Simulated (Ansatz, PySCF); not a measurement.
Lewis adduct: BH3 (SMILES B) (first 4 atoms) with C3H9N (SMILES CN(C)C); geometry from B3LYP-D3(BJ)/def2-TZVP, rigid monomers moved along the line of their centres of mass till B1···N6 is 1.48 Å.
(charge 0, multiplicity 1):
```xyz
17

B     -0.38676     0.02679     1.27119
H      0.48750     0.64584     0.70918
H     -0.41461    -1.14254     0.96246
H     -1.46898     0.56276     1.20110
C      1.29704    -0.59060     2.89894
N     -0.02591     0.04854     2.71003
C      0.03267     1.45034     3.18527
C     -1.04571    -0.69230     3.48816
H      1.57708    -0.58310     3.95492
H      2.03358    -0.04592     2.31432
H      1.24497    -1.61308     2.53457
H      0.29822     1.48325     4.24450
H     -0.93909     1.91144     3.03031
H      0.77390     1.98628     2.59848
H     -0.79422    -0.68460     4.55130
H     -2.01290    -0.22250     3.33070
H     -1.08768    -1.71484     3.12265
```

Interaction energies are E(AB) − E(A) − E(B) at the monomers' geometry in the complex; basis-set methods are counterpoise corrected. Rows marked so take none.

Rows in 3-21G carry no dispersion term and start afresh at each structure.

Run with Ansatz (Gaussian basis) for Hartree–Fock, density functionals and correlated methods; PySCF for 3-21G rows, the dispersion terms. Values without a source in brackets are computed.

Q: What interaction energy does B3LYP/3-21G (no counterpoise) give?

A: -2229 meV

Q: Give the interaction energy at the level PBE0-D4/def2-TZVPPD.

A: -2274 meV

Q: Give the interaction energy at the level HF/3-21G (no counterpoise).

A: -1929 meV

Ansatz is a program for electronic structure.
